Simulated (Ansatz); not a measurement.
## One elementary step

Start structure (AlHBrClF$_{2}$, singlet), relaxed at PBE0-D4/def2-TZVP:

Al1  (-0.384, -0.470, -0.491)
Br2  (1.594, -1.451, -0.020)
F3  (-0.552, 0.284, -1.938)
F4  (-1.730, -1.040, 0.253)
H5  (1.116, 1.119, 1.277)
Cl6  (-0.043, 1.558, 0.919)
(Å)

The step: AlBrF₂ ([F][Al]([F])[Br]) + HCl → AlClF₂ ([F][Al]([F])[Cl]) + HBr (still joined by a long Al–Br bond); bonds formed: Br2–H5; dative contacts that become bonds: Al1–Cl6; bonds broken: H5–Cl6; bonds weakened to dative contacts: Al1–Br2. Ansatz 0.2.0; basis: def2-TZVPP and def2-QZVPP; cores frozen in the correlated methods. Filled d shells of the heavier atoms are correlated. The def2 sets are not built for correlating such inner shells, so the correlated values are less sure here. Extrapolation: Hartree–Fock as exp(−7.88 √X), correlation as X^−2.97. Energies below are by CCSD(T) at an estimated basis limit (MP2 extrapolated from triple and quadruple zeta, plus CCSD(T) − MP2 in triple zeta).

Question: What are the electronic barrier and the energy of the step, from the start structure to the end structure? (An estimate is asked for; the value comes from the calculation.)

Answer: The calculation gives: Barrier 8.38 kcal/mol; step energy -0.08 kcal/mol (downhill); reverse barrier, their difference, 8.46 kcal/mol. Barrier and step energy count from the start structure, the reverse barrier from the end structure.

The saddle point: One imaginary mode of 414i cm⁻¹.
| pair | start (Å) | saddle (Å) | end (Å) |
| --- | --- | --- | --- |
| Al1–Cl6 | 2.49 | 2.23 | 2.09 |
| Br2–H5 | 2.92 | 1.67 | 1.43 |
| Al1–Br2 | 2.26 | 2.44 | 2.66 |
| H5–Cl6 | 1.29 | 1.63 | 3.04 |

Zero-point energy (harmonic, PBE0-D4): ZPE is 9.43 kcal/mol at the start and 7.78 kcal/mol at the saddle, so the barrier goes from 8.38 to 6.74 kcal/mol.

The T1 diagnostic stays at or below 0.010.

Labels in which every atom is bracketed show which atoms are joined, not bond orders.

For scale, one of the runs: CCSD(T)/def2-TZVPP, 208 basis functions, launched by `ansatz run in.yaml --threads 4 --pin off --events-out ev --progress --plain --max-ram 9574MiB`. Hardware: 4 CPU threads of an Arm Neoverse V1, shared host. Wall time 2.1 min; peak host memory 2.8 GiB.
